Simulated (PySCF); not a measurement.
## Computed properties of SbCl₂, SMILES [Cl][Sb+][Cl]

SbCl₂, SMILES [Sb+]([Cl])[Cl] (connectivity only; charge and spin as stated), charge +1, multiplicity 1. Geometry optimised at ωB97X-D3(BJ)/def2-TZVP. The spin state was assumed, not searched. The isomer is the one that the SMILES or the coordinates give; other isomers of the formula were not compared. The def2 effective core potentials stand for the cores of Sb; spin–orbit coupling is left out. Other conformers were not sampled. All values are computed for the isolated molecule unless a solvent is named; none is compared with measurement here.

**Structure.** The optimised structure has C2v symmetry. All 3 harmonic modes at ωB97X-D3(BJ)/def2-TZVP (PySCF) are real, so it is a minimum. With heavy atoms numbered as in [Sb+:1]([Cl:2])[Cl:3], the shortest bond between them is Sb1–Cl3 at 2.237 Å and the longest Sb1–Cl2 at 2.237 Å.

**Vibrations.** The strongest infrared lines (harmonic, unscaled, degenerate partners summed) lie at 448 cm⁻¹ (84 km/mol, Cl 75 %, Sb 25 %), 461 cm⁻¹ (28 km/mol, Cl 80 %, Sb 20 %), 152 cm⁻¹ (3 km/mol, Cl 83 %, Sb 17 %). The softest mode is at 152 cm⁻¹ and the zero-point energy is 1.5 kcal/mol.

**Electronic structure.** PBE0/def2-TZVPD (PySCF) places the frontier levels at -14.92 and -10.18 eV, a gap of 4.74 eV and a mean polarisability of 57.0 bohr³.

**Excitations.** TDDFT-M06-2X/def2-SVPD (PySCF) has S1 at 3.64 eV (340 nm, f = 0.014, weak); the most intense of the 10 singlets computed lies at 7.16 eV (f = 0.06). T1 (TDA) is at 2.52 eV. No vertical singlet excitation falls in the visible range (under 3.1 eV).
